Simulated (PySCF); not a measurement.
## Excitation energies in several basis sets

C2H9OPSi.
InChI=1S/C2H9OPSi/c1-3-5(2)4/h5H,4H2,1-2H3/t5-/m0/s1

TDDFT with PBE0 (PySCF), vertical singlets, core orbitals frozen in the response, spherical d and f functions. One conformer (not necessarily the lowest) at the PBE0-D3(BJ)/def2-SVP geometry, without solvent, vibrations or thermal averaging.

```tsv
basis	functions	diffuse	S1 (eV)	S2 (eV)	S3 (eV)	S4 (eV)	S5 (eV)	LUMO (eV)	α (au)
6-31G*	96	no	6.36	7.21	7.44	7.54	7.78	0.73	69.1
6-31+G*	116	yes	6.17	6.29	6.67	6.72	7.00	0.01	78.0
def2-SVP	123	no	6.39	7.02	7.37	7.55	7.83	0.70	71.1
def2-SVPD	183	yes	6.19	6.41	6.88	7.06	7.30	0.25	84.1
aug-cc-pVDZ	204	yes	5.99	6.13	6.53	6.58	6.83	-0.22	86.5
def2-TZVP	221	no	6.08	6.63	6.91	7.22	7.33	0.36	80.7
def2-TZVPD	281	yes	6.02	6.19	6.68	6.78	7.08	0.01	85.9
```

Problem. Compare the sets with the largest diffuse one.

Solution. States are compared by their number. Against the largest diffuse basis here (def2-TZVPD, itself not a converged limit), sets without diffuse functions differ by up to 0.37 eV in S1 and 0.75 eV in S5; the smaller diffuse sets differ by up to 0.17 and 0.25 eV. State by state, the largest deviation of a set without diffuse functions is S1 0.37, S2 1.02, S3 0.76, S4 0.76, S5 0.75 eV. The same number needn't mean the same state in each row. Against def2-TZVPD the polarisability deviates by -20% in 6-31G*, -9% in 6-31+G*, -17% in def2-SVP, -2% in def2-SVPD, +1% in aug-cc-pVDZ, -6% in def2-TZVP. A single + in a Pople set puts diffuse functions on heavy atoms only.

Without π bonds the low states are Rydberg-like; a valence basis with one diffuse set may place them up to an eV too high.
